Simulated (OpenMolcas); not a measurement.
**Co2+ in a ligand field**

Co2+ with 3 ligands (water) in trigonal planar coordination (D3h) at 1.91 Å. Ligand basis ANO-RCC-VDZP.

- Program: OpenMolcas
- Method: SS-CASPT2, IPEA 0.25 Eh, imaginary shift 0.1 Eh (closed shells correlated: 3s 3p and the ligand valence shells)
- Basis: ANO-RCC-VDZP [5s4p2d1f]
- Scalar Hamiltonian: DKH2, point nucleus
- Active space: 7 electrons in 5 orbitals (3d)
- State averaging: 2S+1 = 4 even, 10 roots; 2S+1 = 2 even, 40 roots
- Spin-orbit coupling: state interaction with AMFI integrals over the reference wave functions

The lowest spin-free states, above the lowest:

```
   State  Degeneracy  E (cm-1)  Free-ion L (%)
2S+1 = 4           1         0          F (98)
2S+1 = 4           2       240          F (99)
2S+1 = 4           1      2050         F (100)
2S+1 = 4           1      2100         F (100)
2S+1 = 4           2      2760         F (100)
2S+1 = 4           2     15010          P (99)
2S+1 = 2           2     15620          G (92)
2S+1 = 2           1     15800          G (97)
2S+1 = 2           1     15930          G (97)
2S+1 = 2           2     16620          G (98)
2S+1 = 2           1     16950          G (94)
2S+1 = 2           2     17040          G (98)
2S+1 = 2           1     18700          P (91)
2S+1 = 2           2     18730          P (62)
2S+1 = 2           2     19630         H (100)
2S+1 = 4           1     20790          P (98)
2S+1 = 2           1     21600          D (94)
2S+1 = 2           2     21680          H (92)
2S+1 = 2           1     22890          H (98)
2S+1 = 2           1     23010          H (98)
```

The lowest levels with spin-orbit coupling:

```json
{"E (cm-1)": "0", "Degeneracy": "2", "2S+1": "4", "g": "1.67 6.48 6.48"}
{"E (cm-1)": "150", "Degeneracy": "2", "2S+1": "4", "g": "0.00 0.00 4.92"}
{"E (cm-1)": "540", "Degeneracy": "2", "2S+1": "4", "g": "0.00 0.00 7.76"}
{"E (cm-1)": "1050", "Degeneracy": "2", "2S+1": "4", "g": "1.92 4.45 4.45"}
{"E (cm-1)": "1200", "Degeneracy": "2", "2S+1": "4", "g": "0.00 0.00 4.83"}
{"E (cm-1)": "1660", "Degeneracy": "2", "2S+1": "4", "g": "2.02 2.02 2.36"}
{"E (cm-1)": "1920", "Degeneracy": "2", "2S+1": "4", "g": "0.00 0.00 11.62"}
{"E (cm-1)": "2240", "Degeneracy": "2", "2S+1": "4", "g": "0.36 0.36 8.15"}
{"E (cm-1)": "2710", "Degeneracy": "2", "2S+1": "4", "g": "0.31 0.31 4.29"}
{"E (cm-1)": "3120", "Degeneracy": "2", "2S+1": "4", "g": "0.01 0.01 9.10"}
{"E (cm-1)": "3250", "Degeneracy": "2", "2S+1": "4", "g": "0.00 0.00 0.44"}
{"E (cm-1)": "3620", "Degeneracy": "2", "2S+1": "4", "g": "0.05 0.05 5.04"}
{"E (cm-1)": "3970", "Degeneracy": "2", "2S+1": "4", "g": "0.00 0.00 0.94"}
{"E (cm-1)": "4010", "Degeneracy": "2", "2S+1": "4", "g": "0.04 0.04 2.28"}
{"E (cm-1)": "15410", "Degeneracy": "2", "2S+1": "4", "g": "0.00 0.00 7.83"}
{"E (cm-1)": "15480", "Degeneracy": "2", "2S+1": "4", "g": "0.00 0.00 3.83"}
{"E (cm-1)": "15590", "Degeneracy": "2", "2S+1": "4", "g": "0.42 2.25 2.25"}
{"E (cm-1)": "15810", "Degeneracy": "2", "2S+1": "4", "g": "2.37 2.37 3.52"}
{"E (cm-1)": "15950", "Degeneracy": "2", "2S+1": "2", "g": "1.23 1.23 6.17"}
{"E (cm-1)": "16060", "Degeneracy": "2", "2S+1": "2", "g": "0.00 0.00 9.19"}
```

Electric-dipole absorption from the lowest level at this geometry, strongest bands:

| E (cm-1) | λ (nm) | f |
| --- | --- | --- |
| 1920 | 5200 | 1.57e-06 |
| 2240 | 4470 | 1.21e-05 |
| 2710 | 3680 | 9.90e-06 |
| 3120 | 3200 | 1.60e-06 |
| 15410 | 649 | 1.02e-06 |
| 15480 | 646 | 2.02e-06 |

Powder χT (cm3 K/mol): 2.76 at 2 K, 2.93 at 10 K, 3.75 at 50 K, 4.32 at 100 K, 4.66 at 200 K, 4.74 at 300 K. The effective moment at 300 K is 2.828 √(χT) = 6.16 μB.

The lowest level has 2S+1 = 4, for which the spin-only value is χT = S(S+1) / 2 = 1.875 cm3 K/mol (g = 2). The computed 4.740 at 300 K differs by +2.865, through orbital momentum, spin-orbit coupling and any other state in reach.

Roots that are degenerate in the reference are averaged as groups; the widest CASPT2 spread within a group is 120 cm-1 (the 2-fold group of multiplicity 4 near 2760 cm-1 above the lowest state of its run). Shifts and gaps below about the spread of the groups concerned are not significant. Spin-orbit coupling mixes the spin-free states strongly: the lowest level takes only 60 % from its leading state, an unlabelled state of the same spin as most of the rest. A single d shell leaves out the double-shell effect, which counts most for late 3d ions, where the CASPT2 field can be off either way by tens of per cent. Ligand-to-metal charge-transfer states are missing. For late 3d ions with one d shell CASPT2 can put B and the spin-flip bands somewhat low as well as high. Free-ion shares, where given, are those of the reference states; single-state CASPT2 does not remix them. No measured value stands beside these numbers; the geometry is a model, was not optimised and need not be the one that this ion takes.
